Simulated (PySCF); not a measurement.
Correlation energy of F (fluorine, neutral)

[He] 2s1 2p6, 2S determinant (an excited configuration). Computed with PySCF 2.14 in x2c-QZVPPall with one added diffuse shell each of s, p, d, f type (8s5p4d3f1g, 73 functions), with the spin-free X2C one-electron Hamiltonian (Gaussian nucleus). Frozen: nothing; 9 electrons correlated.

MP2 pair energies summed by pair of shells (mhartree):

| pair | energy | share (%) |
| --- | --- | --- |
| 2p-2p | -255.77 | 79.2 |
| 2s-2p | -39.61 | 12.3 |
| 1s-1s | -14.94 | 4.6 |
| 1s-2p | -11.38 | 3.5 |
| 1s-2s | -1.38 | 0.4 |

Total MP2 correlation energy: -323.07 mhartree.

Same-spin part -69.63 and opposite-spin part -253.44 mhartree; SCS-MP2 scales them by 1/3 and 6/5 to -327.34 mhartree.

This basis was not built for core-valence correlation, so the inner-shell part is incomplete.
